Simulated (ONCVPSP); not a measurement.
## Ru: excitation energies, all-electron against ONCV

ONCVPSP 4.0.1 input, shortened (lines: element, Z, core and valence counts, functional; n l f; lmax; l rc ep ncon nbas qcut; lloc lpopt rc5 dvloc0; l nproj debl; icmod fcfact rcfact), PBE, scalar-relativistic:

```
  Ru 44.00    6    4        4      upf
    1    0    2.00
    2    0    2.00
    2    1    6.00
    3    0    2.00
    3    1    6.00
    3    2   10.00
    4    0    2.00
    4    1    6.00
    4    2    7.00
    5    0    1.00
    2
    0    1.95    0.00    4    8    5.40
    1    1.40    0.00    3    8   10.90
    2    1.50    0.00    3    7    7.00
    4    5    1.30    1.00
    0    2    3.40
    1    2    1.90
    2    2    2.80
    3    2.75    1.35
```

Energies are relative to the spin-unpolarised reference configuration 4s2 4p6 4d7 5s1; without spin polarisation the order of configurations can differ from experiment.

```csv
valence configuration,charge,ΔE all-electron (eV),error AE − PS (meV)
4s2 4p6 4d5 5s0,+3,56.101,-6.0
4s2 4p6 4d7 5s0.5,+0.5,2.863,-0.9
```

Problem. What are ΔE and the potential's error for 4s2 4p6 4d7 5s0?

Solution. ΔE = 7.292 eV all-electron; the error (AE − PS) is -3.3 meV.

Problem. What are ΔE and the potential's error for 4s2 4p6 4d6 5s0?

Solution. ΔE = 25.479 eV all-electron; the error (AE − PS) is -5.4 meV.

Levels in the configuration 4s2 4p6 4d7 5s0.5:

```json
{"level": "4s", "all-electron (eV)": "-79.903", "pseudo (eV)": "-79.922"}
{"level": "4p", "all-electron (eV)": "-49.967", "pseudo (eV)": "-49.972"}
{"level": "4d", "all-electron (eV)": "-8.720", "pseudo (eV)": "-8.721"}
{"level": "5s", "all-electron (eV)": "-7.257", "pseudo (eV)": "-7.258"}
```
